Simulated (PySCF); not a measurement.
# Computed data sheet: `c1ccc(o1)C(C)=S`

C6H6OS.
Structure used (PBE0-D3(BJ)/def2-SVP), in Å, numbered top down from 1:
```
atom  x, y, z in Å
C1    -2.231    0.177    0.230
C2    -1.204   -0.667   -0.462
S3    -1.603   -1.953   -1.400
C4     0.173   -0.289   -0.259
C5     1.368   -0.811   -0.708
C6     2.393    0.000   -0.162
C7     1.755    0.959    0.581
O8     0.429    0.794    0.528
H9    -3.238   -0.195    0.008
H10   -2.143    1.228   -0.090
H11   -2.063    0.170    1.319
H12    1.458   -1.680   -1.355
H13    3.468   -0.106   -0.295
H14    2.115    1.793    1.179
```

Among its groups: aromatic ring with oxygen and thiocarbonyl.

**PBE0-D3(BJ)/def2-SVP geometry optimisation, gas phase (PySCF)**

```
Point group                  : Cs
Rotational constants A, B, C : 3.805, 1.244, 0.943 GHz
```

From CAM-B3LYP/def2-SVPD ground state, ΔSCF and vertical TDDFT (core frozen in the response) (PySCF):

```
Dipole moment                                                     : 3.57 D
HOMO energy                                                       : -7.69 eV
LUMO energy                                                       : -1.51 eV
HOMO–LUMO gap                                                     : 6.18 eV
Lowest singlet excitation                                         : 2.31 eV (536 nm, f = 0.000)
Strongest line among the 10 lowest singlet transitions            : S2 at 3.97 eV (312 nm, f = 0.411)
Lowest triplet excitation (Tamm–Dancoff)                          : 1.91 eV
Static isotropic polarisability                                   : 102.4 au
Vertical ionisation energy                                        : 8.23 eV
Vertical electron affinity                                        : 0.93 eV
Electronic spatial extent ⟨r²⟩ about the centre of nuclear charge : 1176 bohr²
```

From KT2/pcSseg-1 ground state and GIAO shieldings, non-relativistic (PySCF):

```
13C chemical shifts (computed TMS as zero) by class         : 208.5 (C2), 155.7 (C4), 138.8 (C7), 112.7 (C5), 110.6 (C6), 37.6 (C1) ppm
1H chemical shifts (computed TMS as zero) by class          : 7.51 (H12), 7.27 (H14), 6.41 (H13), 2.99 (H9/H10/H11) ppm
Isotropic shieldings of nuclei other than C and H, by class : 40 (O8), -253 (S3) ppm
```

Monoisotopic mass (most abundant isotopes): 126.0139 u.

From the two ΔSCF values, the fundamental gap I − A is 7.30 eV and the Mulliken electronegativity (I + A)/2 is 4.58 eV. In atomic units the dipole is 1.40 e·bohr (1 au = 2.5417 D). S1 lies 3.87 eV below the HOMO–LUMO gap; its leading configuration is HOMO→LUMO, weight 0.97. 1 of the 10 computed singlets lies in the visible range (750 to 380 nm, 1.65 to 3.26 eV), with an oscillator strength of 0.000.

 NMR classes are plain means over equivalent atoms (diastereotopic ones count apart unless rotation or inversion swaps them), as if these changed places fast; in this geometry the members of some classes differ.

One conformer stands for the species.
